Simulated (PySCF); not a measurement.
Molfile (atoms numbered from 1):
```
C2H8BNO
     RDKit          3D

 13 13  0  0  0  0  0  0  0  0999 V2000
    1.7056    0.1553   -0.2166 N   0  0  0  0  0  0  0  0  0  0  0  0
    0.2982    0.2371    0.6593 B   0  0  1  0  0  0  0  0  0  0  0  0
   -0.9715    0.6199   -0.2802 C   0  0  0  0  0  0  0  0  0  0  0  0
   -1.3321   -0.8413    0.0366 C   0  0  0  0  0  0  0  0  0  0  0  0
   -0.1663   -1.1331    0.7998 O   0  0  0  0  0  0  0  0  0  0  0  0
    2.1162    1.0742   -0.3880 H   0  0  0  0  0  0  0  0  0  0  0  0
    1.5416   -0.3072   -1.1125 H   0  0  0  0  0  0  0  0  0  0  0  0
    2.3780   -0.4082    0.3060 H   0  0  0  0  0  0  0  0  0  0  0  0
    0.6255    0.8691    1.6632 H   0  0  0  0  0  0  0  0  0  0  0  0
   -0.7953    0.8262   -1.3496 H   0  0  0  0  0  0  0  0  0  0  0  0
   -1.6833    1.3660    0.0995 H   0  0  0  0  0  0  0  0  0  0  0  0
   -1.4329   -1.5131   -0.8396 H   0  0  0  0  0  0  0  0  0  0  0  0
   -2.2514   -0.9565    0.6419 H   0  0  0  0  0  0  0  0  0  0  0  0
  1  2  1  0
  2  3  1  0
  3  4  1  0
  4  5  1  0
  5  2  1  0
  1  6  1  0
  1  7  1  0
  1  8  1  0
  2  9  1  1
  3 10  1  0
  3 11  1  0
  4 12  1  0
  4 13  1  0
M  CHG  2   1   1   2  -1
M  END
```

Geometry: PBE0-D3(BJ)/def2-SVP; GIAO shifts from PySCF, gas phase, non-relativistic, averaged over equivalent atoms.

At wB97X-D/pcSseg-2 (292 basis functions, 45 s wall time on 1 thread of an Arm Neoverse V1, shared host):
```
   atoms  δ (ppm)
      N1     56.9
      B2      1.7
      C4     70.8
      C3     12.8
      O5     38.6
     H13     4.57
     H12     4.42
      H9     3.75
H6/H7/H8     2.62
     H11     1.21
     H10     0.41
```

Chemical shifts δ = σref − σ; 15N (σ = 260.06 ppm) vs NH3; 11B (σ = 99.96 ppm) vs BF3·OEt2; TMS for 13C (σ = 184.42 ppm), 1H (σ = 31.36 ppm); 17O (σ = 326.83 ppm) vs H2O, all at this level.

Q: What do these become at LC-wPBE/pcSseg-2?

A: 
```json
{"atoms": "N1", "δ at LC-wPBE/pcSseg-2": "55.8", "change": "-1.1"}
{"atoms": "B2", "δ at LC-wPBE/pcSseg-2": "-0.6", "change": "-2.3"}
{"atoms": "C4", "δ at LC-wPBE/pcSseg-2": "69.3", "change": "-1.5"}
{"atoms": "C3", "δ at LC-wPBE/pcSseg-2": "11.8", "change": "-1.0"}
{"atoms": "O5", "δ at LC-wPBE/pcSseg-2": "30.8", "change": "-7.8"}
{"atoms": "H13", "δ at LC-wPBE/pcSseg-2": "4.47", "change": "-0.10"}
{"atoms": "H12", "δ at LC-wPBE/pcSseg-2": "4.33", "change": "-0.09"}
{"atoms": "H9", "δ at LC-wPBE/pcSseg-2": "3.71", "change": "-0.04"}
{"atoms": "H6/H7/H8", "δ at LC-wPBE/pcSseg-2": "2.61", "change": "-0.01"}
{"atoms": "H11", "δ at LC-wPBE/pcSseg-2": "1.19", "change": "-0.02"}
{"atoms": "H10", "δ at LC-wPBE/pcSseg-2": "0.43", "change": "+0.02"}
```

δ = σ(ref) − σ, references computed at the same level: NH3 for 15N (264.07 ppm); BF3·OEt2 for 11B (98.95 ppm); 13C (188.30 ppm), 1H (31.32 ppm) vs TMS; 17O (332.63 ppm) against H2O.

The largest change is at O5 (oxygen bonded to C, B, in a 4-membered ring). Cost: 292 basis functions, 62 s wall time on 1 thread of an Arm Neoverse V1, shared host.

A carbon bonded to boron is broadened by the quadrupolar boron nucleus and is often missing from a measured spectrum. Experimental scales use liquid or dissolved standards, which lie at an offset from isolated NH3 (liquid NH3: subtract about 20 ppm) and H2O (liquid H2O: subtract about 36 ppm).
